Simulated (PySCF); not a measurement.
Input of a run on `P(CO)(C#CP)C`: the job's settings, then the atoms in Å.
```
{"job": {"kind": "nmr", "xc": "PBE0", "basis": "pcSseg-1", "solvent": "acetonitrile", "pop": true}, "charge": 0, "multiplicity": 1}
C     -1.755829    -1.227338    -0.050586
P     -0.638490    -0.157227     0.957111
C      0.944515    -0.509991     0.266735
C      2.087376    -0.740580    -0.108565
P      3.668730    -1.274335    -0.682302
C     -0.991350     1.494218     0.137432
O     -2.272569     1.933885     0.487306
H     -1.506003    -1.205230    -1.121194
H     -1.720814    -2.262438     0.316882
H     -2.773896    -0.834489     0.092896
H      4.456893    -0.718396     0.372546
H      3.926049    -0.191406    -1.578469
H     -0.967173     1.385691    -0.957914
H     -0.186782     2.198673     0.422726
H     -2.286472     2.091609     1.438334
```

Method: GIAO PBE0/pcSseg-1 NMR shielding, non-relativistic, IEF-PCM acetonitrile (PySCF, density fitting); geometry PBE0-D3(BJ)/def2-SVP, gas phase, not relaxed in the solvent; ε = 35.69, cavity from Bondi-type radii × 1.2.

**Question.** Give the output.

**Answer.** 
```
coarse grid: 13640 points
cycle   1  E = -914.3770529820  dE =  6.917e-01  |g| = 6.440e-01  |ddm| = 3.800e+00
cycle   2  E = -914.3275923418  dE =  4.946e-02  |g| = 8.300e-01  |ddm| = 1.262e+00
cycle   3  E = -914.4579787354  dE = -1.304e-01  |g| = 7.254e-02  |ddm| = 7.568e-01
cycle   4  E = -914.4588060777  dE = -8.273e-04  |g| = 2.937e-02  |ddm| = 8.443e-02
cycle   5  E = -914.4590183272  dE = -2.122e-04  |g| = 5.484e-03  |ddm| = 3.548e-02
cycle   6  E = -914.4590234570  dE = -5.130e-06  |g| = 3.480e-03  |ddm| = 8.693e-03
cycle   7  E = -914.4590263439  dE = -2.887e-06  |g| = 8.624e-04  |ddm| = 3.175e-03
final grid: 122872 points
cycle   8  E = -914.5140160147  dE = -2.314e-05  |g| = 9.445e-03  |ddm| = 4.058e-02
cycle   9  E = -914.5140010237  dE =  1.499e-05  |g| = 1.278e-02  |ddm| = 1.775e-02
cycle  10  E = -914.5140351280  dE = -3.410e-05  |g| = 1.923e-03  |ddm| = 1.036e-02
cycle  11  E = -914.5140360074  dE = -8.794e-07  |g| = 3.368e-04  |ddm| = 1.651e-03
cycle  12  E = -914.5140360301  dE = -2.270e-08  |g| = 1.637e-04  |ddm| = 3.916e-04
cycle  13  E = -914.5140360356  dE = -5.410e-09  |g| = 2.174e-05  |ddm| = 1.353e-04
cycle  14  E = -914.5140360357  dE = -1.173e-10  |g| = 6.131e-06  |ddm| = 3.276e-05
converged SCF energy = -914.5140360357

GIAO shielding tensors (ppm)
atom      isotropic    diamagn.    paramagn.     s11        s22        s33       span
  0 C      172.999     253.146     -80.147    162.067    168.030    188.899     26.832
  1 P      398.990     968.336    -569.346    340.930    405.602    450.437    109.507
  2 C       73.636     272.781    -199.145    -35.937     -6.550    263.393    299.330
  3 C       79.172     280.020    -200.848    -19.805     16.512    240.811    260.615
  4 P      516.844     966.272    -449.428    478.019    485.762    586.750    108.731
  5 C      116.656     251.314    -134.658     82.870    112.316    154.782     71.912
  6 O      318.065     387.087     -69.022    264.550    308.762    380.882    116.332
  7 H       29.795      31.103      -1.308     25.632     27.999     35.753     10.121
  8 H       29.765      29.194       0.571     25.544     26.933     36.817     11.273
  9 H       29.963      29.440       0.523     24.885     28.282     36.721     11.836
 10 H       26.856      27.242      -0.386     21.583     25.404     33.581     11.998
 11 H       26.864      27.911      -1.046     21.547     25.599     33.447     11.900
 12 H       27.273      31.425      -4.152     22.712     28.637     30.471      7.758
 13 H       26.960      31.774      -4.814     22.002     28.041     30.838      8.836
 14 H       30.774      30.530       0.244     21.485     27.978     42.858     21.374
```

The cycles run first on a coarse grid and then on the final one, and are numbered through; the first dE on the final grid is taken against the last density's energy on that grid. Atoms in this output count from 0. Energies include the polarisation term of the continuum.

**Question.** The same input without solvent ends at -914.502553 Eh. What does the continuum change?

**Answer.** The energy falls by 0.011483 Eh, 30.15 kJ/mol; the polarisation term alone is -33.65 kJ/mol. HOMO -6.72 → -6.72 eV, LUMO -0.48 → -0.40 eV, dipole 0.96 → 1.41 D. The SCF took 14 cycles in the solvent and 15 in the gas phase.

Time: 33 s; peak memory 0.94 GiB. Hardware: an Intel Xeon Platinum 8375C at 2.90 GHz with one thread, shared host with 128 logical CPUs at a one-minute load of 28. This is the whole shielding run at PBE0/pcSseg-1 in acetonitrile, SCF included.

The values belong to the conformer `[CH3:1][P:2]([C:3]#[C:4][PH2:5])[CH2:6][OH:7]`: C1–P2–C6–O7 72°, H–O7–C6–P2 64°.
